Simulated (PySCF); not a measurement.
Cartesian coordinates (Å):
SMILES: [SiH3]/[SiH]=N\[H]
```xyz
8

N      2.2653     0.2062    -0.2244
Si     0.9332    -0.5609     0.1852
Si    -1.2869     0.1707     0.0035
H      2.2523     1.1338    -0.6248
H      1.1010    -1.9113     0.7588
H     -2.0476    -0.7585    -0.8609
H     -1.9144     0.1929     1.3433
H     -1.3028     1.5270    -0.5808
```
Charge 0, spin multiplicity 1.

Question: Estimate the HOMO–LUMO gap, LUMO and HOMO that CAM-B3LYP-D3(BJ)/def2-TZVP in PySCF returns for this input.

Answer: 
The HOMO–LUMO gap comes out as 7.68 eV. The LUMO is -0.83 eV and the HOMO comes out as -8.51 eV.
